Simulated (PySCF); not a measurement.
**A series of derivatives of [SiH3]OCC1(Cl)CC1**

Parent skeleton `[SiH3:1][O:2][CH2:3][C:4]1([Cl:5])[CH2:6][CH2:7]1`; one hydrogen on atom 6 is replaced by X. Hydrogens on one atom are averaged.

Theoretical values (PySCF): σ from GIAO-PBE0/pcSseg-1, geometry: GFN2-xTB. One conformer, gas phase, relativity neglected, rapidly exchanging positions averaged.

Referencing at the same level of theory: 29Si, 13C, 1H against TMS; 17O vs H2O; 35Cl against HCl.

Parent (X = H): Si1 -34.7, O2 14.2, C3 69.1, C4 46.4, Cl5 148.3, C6 13.6, C7 13.6, H(Si1) 4.88, H(C3) 3.99 ppm. Effects are Δδ = δ(X) − δ(H), positive for deshielding.

Known members:
```json
{"X": "OCHO", "Si1": "+1.7", "O2": "-1.0", "C3": "-0.6", "C4": "+3.2", "Cl5": "-30.2", "C6": "+42.3", "C7": "+5.1", "H(Si1)": "+0.01", "H(C3)": "+0.13"}
{"X": "OCH3", "Si1": "-3.9", "O2": "-6.4", "C3": "+2.5", "C4": "+6.2", "Cl5": "+42.7", "C6": "+56.1", "C7": "+8.8", "H(Si1)": "+0.17", "H(C3)": "+0.28"}
{"X": "COCH3", "Si1": "-0.7", "O2": "+4.6", "C3": "+9.9", "C4": "+10.8", "Cl5": "+2.8", "C6": "+20.5", "C7": "+10.2", "H(Si1)": "+0.08", "H(C3)": "-0.10"}
{"X": "C2H5", "Si1": "-2.8", "O2": "+3.2", "C3": "+7.3", "C4": "+5.9", "Cl5": "+51.1", "C6": "+19.9", "C7": "+11.3", "H(Si1)": "+0.01", "H(C3)": "-0.02"}
{"X": "CHO", "Si1": "-0.1", "O2": "+0.4", "C3": "-0.4", "C4": "+17.3", "Cl5": "+58.1", "C6": "+24.7", "C7": "+15.1", "H(Si1)": "-0.11", "H(C3)": "+0.14"}
```

Four more derivatives gave (Δδ, ppm):
| compound | Si1 | O2 | C3 | C4 | Cl5 | C6 | C7 | H(Si1) | H(C3) |
| --- | --- | --- | --- | --- | --- | --- | --- | --- | --- |
| 1 | -5.1 | -1.9 | +6.5 | +6.5 | +59.9 | +15.4 | +11.1 | +0.19 | +0.29 |
| 2 | +0.7 | -0.7 | +0.9 | +4.5 | -46.2 | +46.6 | +6.6 | -0.03 | +0.03 |
| 3 | +0.3 | +0.0 | +0.8 | +6.6 | -41.6 | +9.9 | +5.3 | -0.01 | +0.04 |
| 4 | -2.2 | +7.4 | +0.0 | +2.1 | +29.7 | +16.1 | +4.9 | -0.01 | +0.26 |

Question: Their substituents are CH2OCH3, CH2SiH3, OC2H5, allyl. Which is which?

Answer: 1: X = CH2SiH3 ([SiH3]C[C@@H]1C[C@]1(Cl)CO[SiH3]); 2: X = OC2H5 (CCO[C@@H]1C[C@@]1(Cl)CO[SiH3]); 3: X = allyl (C=CC[C@@H]1C[C@@]1(Cl)CO[SiH3]); 4: X = CH2OCH3 (COC[C@@H]1C[C@]1(Cl)CO[SiH3]).

Unscaled 17O shifts of doubly bonded oxygen tend to come out too high, by tens of ppm or more. Experimental scales use liquid or dissolved standards, which lie at an offset from isolated H2O (liquid H2O: subtract about 36 ppm).
